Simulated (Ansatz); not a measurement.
Consider the redistribution: `N[SiH](O)[SiH2]F` + `B[CH2][Al]([CH3])[CH3]` → `B[SiH](N)[SiH2]F` + `[CH3][Al]([CH3])[CH2]O`.

Program: Ansatz. Geometries: PBE0-D4/def2-TZVP. ΔE: electronic, gas phase. CBS: MP2 limit from def2 TZ/QZ plus the TZ coupled-cluster correction, frozen cores. DFT in def2-TZVPP. B3LYP here is the variant with VWN-RPA as its local correlation; programs differ in this. Each species was taken in one conformer, which may not be the lowest.

`N[SiH](O)[SiH2]F`:

Cartesian coordinates in Å:
```
N -1.104 1.370 -0.506
Si -0.787 -0.254 -0.078
O -0.743 -1.390 -1.277
Si 1.324 -0.240 0.965
F 2.232 -1.359 0.235
H -2.031 1.679 -0.748
H -0.400 1.961 -0.917
H -1.918 -0.670 0.785
H 0.108 -1.596 -1.666
H 1.292 -0.562 2.416
H 2.027 1.062 0.791
```

`B[CH2][Al]([CH3])[CH3]`:

Z-matrix (Å, degrees):
```
C
Al 1 2.003
B 1 1.502 2 100.8
H 1 1.093 2 102.2 3 122.2
H 1 1.095 2 100.8 3 -121.1
C 2 1.949 1 119.2 3 83.4
C 2 1.950 1 117.6 3 -100.0
H 3 1.202 1 120.9 2 -85.7
H 3 1.202 1 120.8 2 88.1
H 6 1.093 2 113.0 1 11.9
H 6 1.097 2 109.6 1 -107.4
H 6 1.094 2 112.2 1 134.7
H 7 1.097 2 110.4 1 -74.3
H 7 1.093 2 112.9 1 166.0
H 7 1.094 2 111.5 1 43.8
```

`B[SiH](N)[SiH2]F`:

Z-matrix (Å, degrees):
```
Si
N 1 1.723
Si 1 2.353 2 110.0
B 1 1.991 2 113.9 3 -118.5
H 1 1.504 2 115.2 3 115.4
H 2 1.006 1 121.6 3 -57.9
H 2 1.006 1 120.1 3 153.7
F 3 1.609 1 110.9 2 -74.0
H 3 1.490 1 111.8 2 45.4
H 3 1.487 1 110.7 2 166.8
H 4 1.197 1 118.4 2 -177.3
H 4 1.196 1 123.8 2 5.1
```

`[CH3][Al]([CH3])[CH2]O`:

Cartesian coordinates in Å:
```
C 0.111 0.054 -1.892
Al 0.046 -0.252 0.043
C 0.421 -1.997 0.840
C -0.399 1.314 1.167
O -0.861 2.471 0.461
H 0.269 -0.866 -2.460
H -0.814 0.514 -2.256
H 0.924 0.740 -2.159
H 0.453 -1.975 1.932
H 1.376 -2.398 0.484
H -0.343 -2.726 0.548
H 0.445 1.583 1.825
H -1.202 1.034 1.861
H -0.425 2.506 -0.392
```

```json
{"level": "PBE0-D4", "ΔE (kJ/mol)": "281.8"}
{"level": "ωB97M-V", "ΔE (kJ/mol)": "294.5"}
{"level": "B3LYP", "ΔE (kJ/mol)": "283.8"}
{"level": "CCSD/def2-TZVPP", "ΔE (kJ/mol)": "289.7"}
```

(1) What does CCSD(T)/CBS give? (Best estimate.)

Largest T1 diagnostic among the species: 0.013.

## Answers

(1) The calculation gave: +294.0 kJ/mol. The listed levels differ from it by -12.2, 0.5, -10.2, -4.3 kJ/mol.

From PBE to PBE0 (25 % exact exchange), in def2-TZVPP and without D4, ΔE moves by +6.6 kJ/mol. In def2-TZVPP, CCSD(T) changes the Hartree–Fock value by +4.7 kJ/mol (the triples alone add +1.6 kJ/mol) and MP2 by +21.6 kJ/mol.
